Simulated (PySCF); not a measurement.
The numbers are results of PBE-D3(BJ)/def2-TZVP // r2SCAN-D4/def2-SVP (PySCF 2.14.0), not measurements. Isolated molecules, 0 K electronic values unless said otherwise. One relaxed conformer stands for a flexible species; it need not be the lowest. Excitations are Tamm–Dancoff values on a coarser integration grid. The basis has no diffuse functions, so Rydberg states are missing or too high.

Reference species (SMILES): `s1c2ccc(C#N)c(c2cc1)B` (neutral, multiplicity 1).

```yaml
S1 oscillator strength: 0.039
S1 excitation (TDA): 3.01 eV
```

Changed species: `Bc1cc(C#N)cc2sccc12`.

Give the shifts of the S1 oscillator strength and S1 excitation (TDA).

the S1 oscillator strength rises by 0.036, to 0.075; the S1 excitation (TDA) rises by 0.14 eV, to 3.15 eV.
